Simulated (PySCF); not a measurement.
Field gradients at the hydrogen positions

Species: C₇H₅FO.
Structure used (PBE0-D3(BJ)/def2-SVP), in Å, numbered top down from 1:
```xyz
14
C7H5FO angstrom
O      2.8515   -1.5173    0.5030
C      2.3358   -0.4800    0.1658
C      0.8704   -0.2851    0.0965
C      0.0074   -1.3370    0.4337
C     -1.3693   -1.1729    0.3744
C     -1.9015    0.0567   -0.0264
C     -1.0665    1.1177   -0.3667
C      0.3086    0.9321   -0.3004
F      1.1096    1.9447   -0.6250
H      2.9505    0.4059   -0.1182
H      0.4658   -2.2800    0.7413
H     -2.0342   -1.9975    0.6389
H     -2.9845    0.1926   -0.0753
H     -1.4598    2.0856   -0.6822
```

Level: PBE0/pcSseg-1 (PySCF, non-relativistic); Q(2H) = 0.00286 b; rigid geometry, the same for H and D, with no vibrational averaging.

**Question.** Give the electric field gradient Vzz (the principal value of largest size), its asymmetry and the 2H coupling at each hydrogen.

**Answer.** 
```tsv
atom	bonded to	bond length (Å)	Vzz (au)	η	χzz (kHz)
H10	C2	1.115	0.2541	0.02	171
H11	C4	1.093	0.2958	0.03	199
H12	C5	1.092	0.3041	0.07	204
H13	C6	1.093	0.3014	0.06	203
H14	C7	1.091	0.3047	0.07	205
```

**Question.** Give the 2H NMR doublet splittings at H10 for a magnetic field along the z, y and x axes of the gradient: 3χ/2, 3χ(1 + η)/4, 3χ(1 − η)/4.

**Answer.** With |χ| = 170.8 kHz and η = 0.022: 256, 131 and 125 kHz, to first order and without motion.

Geometry: PBE0-D3(BJ)/def2-SVP, one conformer, isolated molecule. These gradients aren't converged with respect to the basis.
